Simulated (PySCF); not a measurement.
# HgBi: one state, many levels of theory

State: ⁴Σ⁻ (quartet), unpaired electrons σ ↑, π ↑↑. Set-up: PySCF, scalar-relativistic core potentials, basis sets Hg cc-pVDZ-PP with ECP60, Bi cc-pVDZ-PP with ECP60. De refers to Hg + Bi in their high-spin ground configurations, without counterpoise correction. The functionals are run spin-unrestricted. A positive dipole means Hg(−)Bi(+). Levels whose curve was spin-contaminated or gave no clean fit are not listed.

```
 Level  Re (Å)  ωe (cm⁻¹)  De (eV)  μ (D)  CPU s a point (SCF and correlation, without the integrals)
   PBE   3.324       40.7    0.125   0.42                                                         1.2
r²SCAN   3.295       39.5    0.140   0.39                                                         1.7
 TPSSh   3.343       36.6    0.090   0.28                                                         1.8
  PBE0   3.381       33.3    0.084   0.29                                                           2
   M06   3.282       52.5    0.215   0.50                                                         1.7
 HSE06   3.338       37.6    0.105   0.32                                                         2.1
  MN15   3.307       44.6    0.195   0.53                                                         1.8
```

Q: What does a quarter of exact exchange do here, going from PBE to PBE0?

A: PBE0 less PBE: +5.7 pm in Re, -18.2 % in ωe, -0.04 eV in De. Exact exchange removes part of the self-interaction that spreads semilocal densities, and in most molecules shortens and stiffens the bond and lowers De; here Re and ωe go the other way.

The bond is weak. Basis-set superposition, not corrected here, can be much of De in a small basis, most of all at correlated wavefunction levels. Functionals without a dispersion term scatter widely for such bonds, and LDA overbinds them. Spin–orbit coupling is left out, which matters for elements this heavy, above all for dissociation energies. The state is the lowest determinant that a PBE0 search found; another state may lie lower at other levels.

The whole job (state search and all levels along the bond) took about 7.8 min on 1 thread of Arm Neoverse N1 (shared host), peak memory 0.98 GiB.
